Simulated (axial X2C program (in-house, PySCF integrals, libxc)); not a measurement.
TiBr⁺: properties at the nuclei

Calculated with an in-house all-electron X2C program for linear molecules (integrals from PySCF): two-component X2C with atomic mean-field Coulomb and Gaunt terms, Gaussian nuclei, basis Br dyall-cv3z, Ti dyall-cv3z with contracted cores.

R = 2.279 Å (near the PBE0 minimum at charge 1 of the determinant lowest at the starting distance; the state shown can have its own minimum elsewhere).

Determinant lowest in the PBE0 search, Ω = 1 (⟨Sz⟩ = -1.00, ⟨Lz⟩ = 2.00 at PBE0), spin on the atoms Br 0.06, Ti -1.06:

| level | Eeff magnitude (GV/cm) | Ws magnitude Br (kHz) | Ws magnitude Ti (kHz) | A∥/gI Br (MHz) | qzz Br (a.u.) | A∥/gI Ti (MHz) | qzz Ti (a.u.) |
| --- | --- | --- | --- | --- | --- | --- | --- |
| PBE0 | 0.46 | 0.131 | 0.0558 | -8.6 | 0.62 | 61.5 | -0.56 |
| HF | 0.686 | 0.198 | 0.0794 | 22.5 | 0.74 | 259 | -0.85 |
| B3LYP | 0.38 | 0.101 | 0.0509 | -8.12 | 0.61 | 21.6 | -0.52 |
| PBE50 | 0.513 | 0.136 | 0.0686 | -3.38 | 0.75 | 162 | -0.69 |
| PBE | 0.357 | 0.112 | 0.0361 | -15.1 | 0.32 | -54 | -0.44 |

Determinant 0.03 eV from it at PBE0 and this distance, Ω = 3 (⟨Sz⟩ = 1.00, ⟨Lz⟩ = 2.00 at PBE0), spin on the atoms Br -0.06, Ti 1.06:

```csv
level,Eeff magnitude (GV/cm),Ws magnitude Br (kHz),Ws magnitude Ti (kHz),A∥/gI Br (MHz),qzz Br (a.u.),A∥/gI Ti (MHz),qzz Ti (a.u.)
PBE0,0.464,0.0444,0.0186,-3.2,0.61,225,-0.57
HF,0.69,0.0663,0.0266,-16.3,0.73,147,-0.85
B3LYP,0.383,0.0342,0.017,-2.13,0.60,240,-0.53
PBE50,0.517,0.046,0.0229,-7.54,0.75,190,-0.70
PBE,0.357,0.0374,0.0121,6.65,0.31,263,-0.45
```

Eeff is the effective electric field on the electron electric dipole moment in this Ω state and Ws the scalar–pseudoscalar constant of the nucleus named (defined with the proton number Z and per Ω); A∥ (defined per Ω) follows by multiplying with gI = μI/(I μN); qzz is the electric field gradient, eQq0 = 234.96 MHz × Q/barn × qzz. The operators were transformed with the bare-nucleus X2C matrices; with these basis sets, hyperfine constants and field gradients can be off by tens of per cent, and where levels differ in sign neither size nor sign is settled.

Problem. With Q(47Ti) = 0.302 barn (Q from Pyykkö, Mol. Phys. 2018), turn the PBE0 values of the first state into constants in MHz.

Solution. eQq0(47Ti) = 234.96 × (0.302) × (-0.56) = -39.7 MHz.

Each state is one determinant with collinear spin, which with several unpaired electrons need not be a pure state. Unrestricted Hartree–Fock can overshoot spin polarisation at the nuclei. With several open shells hyperfine constants can be off by a factor of several. Open-shell Ω = 0 determinants with evenly filled partner blocks cannot be reached by this program, so the Ω shown need not be the lowest component. At HF a later determinant lies lower. States lie within half an eV, so the first need not be the ground state. Further determinants of the search, some of them spin-mixed, are not shown. Where a field gradient or hyperfine factor spreads by more than a factor of two over the levels, a constant derived from it is not to be relied on. PBE0 term energies can be off by some tenths of an eV.
